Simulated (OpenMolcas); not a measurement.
**Ta: effect of the active space**

| Item | Value |
| --- | --- |
| Program | OpenMolcas 26.06 |
| Method | SS-CASPT2 or its RAS form, IPEA 0.25 Eh, imaginary shift 0.1 Eh |
| Basis | ANO-RCC-VTZP |
| Scalar Hamiltonian | DKH2, point nucleus |
| Spin-orbit coupling | state interaction with AMFI integrals over the reference wave functions, term energies averaged over their components |

A. 3 electrons in 5 orbitals (5d); 2S+1 = 4 even, 10 roots; 2S+1 = 2 even, 40 roots; closed shells correlated: 5s 5p 6s; CASPT2 step of the order of 25 core-seconds
B. 5 electrons in 6 orbitals (5d 6s); 2S+1 = 6 even, 6 roots; 2S+1 = 4 even, 57 roots; 2S+1 = 2 even, 98 roots; closed shells correlated: 5s 5p; CASPT2 step about 80 core-seconds
C. 5 electrons in 9 orbitals (RAS2 5d 6s; RAS3 6p, at most 2 electrons); 2S+1 = 4 even, 50 roots; 2S+1 = 6 even, 6 roots kept (CI in the orbitals of an earlier block, 5 in the spin-orbit step); 2S+1 = 2 even, 84 roots kept (CI in the orbitals of an earlier block, 50 in the spin-orbit step); 2S+1 = 4 odd, 89 roots (49 in the spin-orbit step); 2S+1 = 6 odd, 30 roots kept (CI in the orbitals of an earlier block, 29 in the spin-orbit step); 2S+1 = 2 odd, 62 roots kept (CI in the orbitals of an earlier block, 25 in the spin-orbit step); closed shells correlated: 5s 5p; CASPT2 step roughly 6 core-minutes
D. 5 electrons in 11 orbitals (5d 6s 6d); 2S+1 = 4 even, 42 roots; 2S+1 = 6 even, 5 roots kept (CI in the orbitals of an earlier block); 2S+1 = 2 even, 35 roots kept (CI in the orbitals of an earlier block); closed shells correlated: 5s 5p; CASPT2 step about 50 core-minutes

Energies in cm-1 above 5d3 6s2 4F 3/2, the measured ground level; measured values from NIST Handbook of Basic Atomic Spectroscopic Data.

```csv
Level,A,B,C,D,Measured
5d3 6s2 4F 3/2,0.0,0.0,0.0,0.0,0.0
5d3 6s2 4F 5/2,2270,1824,1924,2060,2010
5d3 6s2 4F 7/2,4460,3650,3840,4220,3964
5d3 6s2 4F 9/2,6300,5160,5470,6020,5621
5d3 6s2 4P 3/2 [54 %],8370,5640,5950,5590,
5d3 6s2 4P 1/2 [72 %],9310,4880,5650,5370,6049
5d3 6s2 2G 7/2,11090,10210,10240,10410,
5d3 6s2 4P 5/2 [74 %],12160,8600,9010,9160,9253
5d3 6s2 2P 1/2,15110,11490,11860,11660,
5d3 6s2 2H 11/2,16400,16210,16230,16840,
5d3 6s2 2P 3/2 [57 %],19370,16070,16130,16630,
```

Deviations, from unrounded energies. A percentage is the sum of absolute deviations over the sum of measured energies, with the sign that they share, or ± where signs differ.

| Against measurement | Levels | A | B | C | D |
| --- | --- | --- | --- | --- | --- |
| mean absolute deviation (cm-1) | 5 | 1500 | 560 | 200 | 300 |
| fine structure of the ground term (%) | 3 | +12.4 | -8.3 | -3.1 | +6.1 |
| other terms of the ground configuration (%) | 2 | +40.3 | -11.9 | -4.2 | -5.1 |

C lies closest to measurement on these levels and A furthest from it. The largest miss of C in the table is 5d3 6s2 4P 1/2 [72 %], by -400 cm-1. The ranking rests on the paired levels alone, and a cruder setting can come out closer through cancelling errors.

The spin-orbit steps hold different terms of 5d3 6s2 (D lacks a 2D), which shifts levels as well.

The two smallest mean deviations differ by little beside CASPT2's spread within terms, so their order carries little weight.

Among A to D the level of the table that moves most is 5d3 6s2 4P 1/2 [72 %], by 4400 cm-1 (lowest in B, highest in A). Moves below CASPT2's spread within the term are not significant.

Term energies are means over components that CASPT2 splits; among the terms shown or strongly mixed into the levels shown the widest spread is 830 cm-1 (5d3 6s2 2H, A). With the s shell closed, the reference lacks s² → p², s² → d² and s → d mixing, so excited terms can stand far too high and out of order, with CASPT2 too (holds for A). The CASPT2 spread within a term exceeds the gap to the next term for 5d3 6s2 2P and 5d3 6s2 2H, so the order of their levels is uncertain (holds for A). Some terms miss by over 15 % even with CASPT2, which points to a basis or an active space too small for the shells correlated (holds for A; B). Configurations are named by rounded mean occupations; where the s occupation lies near a half they are strongly mixed, a name can repeat and a true partner stay unpaired (holds for B; C). Some high roots are left out of the spin-orbit mixing, which shifts the levels that they would mix with (holds for C). Terms from blocks run as CI alone lack orbitals of their own (holds for C; D). Active for correlation alone: 6d; no level in the range computed is led by a configuration that fills it, so any true level of that kind is missing (holds for D). Measured partners are found by configuration, term and J. A level has none where our copy of the source lacks it or the pairing is in doubt (some pairs that miss far off the trend of their configuration count as doubtful), and it then counts in no deviation. Levels of configurations outside the active space are missing. Levels that lie high or do not pair safely by name in every column are left out.

A share in square brackets marks a mixed level and gives the weight of the term that names it, the lowest over the columns.
